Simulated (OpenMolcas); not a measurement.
## B I: RASPT2 settings compared

* Program: OpenMolcas 26.06
* Basis: ANO-RCC-VTZP [4s3p2d1f]
* Scalar Hamiltonian: DKH2, point nucleus
* Active space: 3 electrons in 9 orbitals (RAS2 2s 2p; RAS3 3d, at most 2 electrons)
* State averaging: 2S+1 = 4 odd, 1 root (0 in the spin-orbit step); 2S+1 = 2 odd, 3 roots; 2S+1 = 4 even, 3 roots
* Spin-orbit coupling: RASSI with atomic mean-field integrals over the reference wave functions, term energies averaged over their components

Methods on the same reference wave functions:
A. RASSCF
B. SS-RASPT2, IPEA 0 Eh, imaginary shift 0.5 Eh (closed shells correlated: 1s)
C. SS-RASPT2, IPEA 0.5 Eh, imaginary shift 0.5 Eh (closed shells correlated: none)
D. SS-RASPT2, IPEA 0.5 Eh, real shift 0.5 Eh (closed shells correlated: none)

Energies in cm-1 above 2s2 2p 2P* 1/2, the measured ground level; measured values from NIST Handbook of Basic Atomic Spectroscopic Data.

```
         Level      A      B      C      D  Measured
2s2 2p 2P* 1/2    0.0    0.0    0.0    0.0       0.0
2s2 2p 2P* 3/2   14.5   14.5   14.5   14.5      15.3
 2s 2p2 4P 1/2  27373  28077  28287  28263     28870
 2s 2p2 4P 3/2  27378  28082  28293  28268     28875
 2s 2p2 4P 5/2  27387  28090  28301  28277     28881
```

Deviations, from unrounded energies. A percentage is the sum of absolute deviations over the sum of measured energies, with the sign that they share, or ± where signs differ.

```tsv
Against measurement	Levels	A	B	C	D
mean absolute deviation (cm-1)	4	1100	590	440	450
fine structure of the ground term (%)	1	-5.3	-5.3	-5.3	-5.3
other configurations (%)	3	-5.2	-2.7	-2.0	-2.1
```

C, D lie about equally close to measurement and A furthest from it. The largest miss of C in the table is 2s 2p2 4P 1/2, by -580 cm-1. The ranking rests on the paired levels alone, and a cruder setting can come out closer through cancelling errors.

Among B to D the level of the table that moves most is 2s 2p2 4P 1/2, by 210 cm-1 (lowest in B, highest in C).

The lowest spin-free term lies below A's lowest term by 0.035 hartree in B, 0.011 hartree in C, 0.010 hartree in D.

Active for correlation alone: 3d; no level in the range computed is led by a configuration that fills it, so any true level of that kind is missing. Without dynamic correlation excited terms often stand tens of per cent too high (terms of higher spin than the ground term too low), and those without a measured partner can miss by more than the paired ones (holds for A). Measured partners are found by configuration, term and J. A level has none where our copy of the source lacks it or the pairing is in doubt (some pairs that miss far off the trend of their configuration count as doubtful), and it then counts in no deviation. Levels of configurations outside the active space are missing.

* marks odd parity.
